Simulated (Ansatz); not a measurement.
Ansatz (an electronic-structure program) input (PBE0/def2-TZVP):

Ansatz 0.2 input:
```yaml
crystal:
  periodic: [false, false, false]
  atoms:
    - {symbol: Si, position_ang: [-1.18640443, -0.20778271, 0.29922108]}
    - {symbol: P, position_ang: [1.10210299, 0.18323999, -0.27539270]}
    - {symbol: H, position_ang: [-1.66743176, 0.52361770, -0.97018141]}
    - {symbol: H, position_ang: [-1.23077553, 1.07940623, 1.14709630]}
    - {symbol: H, position_ang: [1.28795047, -0.97616809, -1.08835501]}
    - {symbol: H, position_ang: [1.68837388, -0.46649774, 0.85323543]}
basis:
  gaussian:
    orbitals: def2-TZVP
hamiltonian:
  xc: {name: PBE0}
total_charge: -1
```

Output:

```
Functional definition: PBE0
integrals: 0.03 GiB planned
726 factors; their error is unknown
mean field: 0.26 GiB planned
mean field evaluation 1: about -17224.5731 eV, gradient 1.1e1 eV
mean field evaluation 2: about -17224.6717 eV, gradient 1.1e1 eV
mean field evaluation 4: about -17225.1161 eV, gradient 4.1e-1 eV
mean field evaluation 8: about -17225.1579 eV, gradient 9.3e-2 eV
mean field evaluation 16: about -17225.1579 eV, gradient 4.8e-5 eV
mean field -17225.15792011 eV, -633.0128779326 hartree, gradient 4.8e-5 eV, S^2 0.000000; 0 other end points of the search recorded, 0 dependent functions left out
reference -17225.15794614 eV, -633.0128788891 hartree; 17, 17 occupied and 81, 81 virtual orbitals, 726 factors
Total energy: -17225.15794614 eV, -633.0128788891 hartree
```

It need not be the lowest isomer of its formula. Whether it binds its extra electron was not tested at this geometry.
